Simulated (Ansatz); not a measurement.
This geometry of FH5W (7 atoms, charge 0, multiplicity 1) is a first-order saddle point.

All numbers below come from RKS B3LYP-D4/def2-TZVP (Ansatz 0.2.0).

```xyz
7
Properties=species:S:1:pos:R:3
W 0.116 -0.286 -0.063
H 0.157 0.679 1.293
H 1.561 -0.176 0.794
H 0.205 1.469 -0.144
H -1.317 -0.030 0.783
F 0.021 -2.181 -0.149
H 0.157 0.395 -1.614
```

**Question.** Which two structures does it join? (They come from a converged band through this point; their orientation in space is the band's.)

**Answer.** No bond is made or broken.  The two ends are copies of one structure, up to a mirror image or an exchange of like atoms.

Image 0:

```xyz
7
Properties=species:S:1:pos:R:3
W 0.081 -0.236 0.081
H 0.426 0.049 1.707
H 1.707 0.049 0.426
H -0.818 0.874 -0.818
H -1.135 0.559 0.939
F -0.302 -1.984 -0.302
H 0.939 0.559 -1.135
```

Image 10:

```xyz
7
Properties=species:S:1:pos:R:3
W 0.081 -0.237 0.081
H 0.425 0.049 1.708
H 1.707 0.049 0.427
H 0.939 0.561 -1.133
H -1.134 0.559 0.939
F -0.300 -1.984 -0.302
H -0.818 0.872 -0.819
```

**Question.** How far does it lie above each of them?

**Answer.** 116.1 kJ/mol above the first and 116.1 kJ/mol above the second. This is the barrier of this one path; another mechanism may lie lower.

Time of the run: 3.5 min on 4 threads of Arm Neoverse V1, with other jobs on the host, peak memory 0.21 GiB.
